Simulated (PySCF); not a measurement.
A GIAO shielding run with PySCF (density fitting, non-relativistic, gas phase) on SMILES CC[C@@H]1C[C@@]1([SiH3])N[SiH3], C5H15NSi2:

```
$ OMP_NUM_THREADS=1 python probes_run.py task.json out

{"job": {"kind": "nmr", "xc": "PBE0", "basis": "pcSseg-1"}, "charge": 0, "multiplicity": 1}
C      2.495210    -1.650264     0.154657
C      1.298450    -0.902264     0.736265
C      0.451158    -0.295975    -0.356597
C      0.740032     1.071623    -0.889968
C     -0.521754     0.816061    -0.090471
Si    -0.735602     1.561126     1.637107
N     -1.773195     0.792537    -0.796096
Si    -2.457659    -0.496298    -1.697076
H      2.161939    -2.460093    -0.491115
H      3.111839    -0.975018    -0.434613
H      3.106023    -2.073393     0.948950
H      1.653009    -0.117616     1.406568
H      0.688390    -1.592714     1.324574
H      0.133039    -1.027244    -1.091798
H      1.529683     1.647399    -0.429114
H      0.636418     1.238523    -1.953017
H     -1.325283     0.564246     2.529657
H      0.549922     2.020582     2.171386
H     -1.629728     2.715408     1.512268
H     -2.091031     1.726012    -1.010264
H     -1.742246    -0.851667    -2.937114
H     -3.790604    -0.006496    -2.042447
H     -2.492763    -1.677491    -0.832544
```

Hardware: 1 thread of an Arm Neoverse N1, shared host. The job also computes population analyses, field gradients, ring-centre shieldings.

Q: How large is the calculation?

A: 80 electrons, 225 basis functions and 1207 auxiliary functions.

Q: How long does it take, and how much memory does it need?

A: 86 s of wall time, with 12 SCF cycles and 4 response iterations; peak memory 1.1 GiB. Times on a shared host scatter by some tens of per cent.
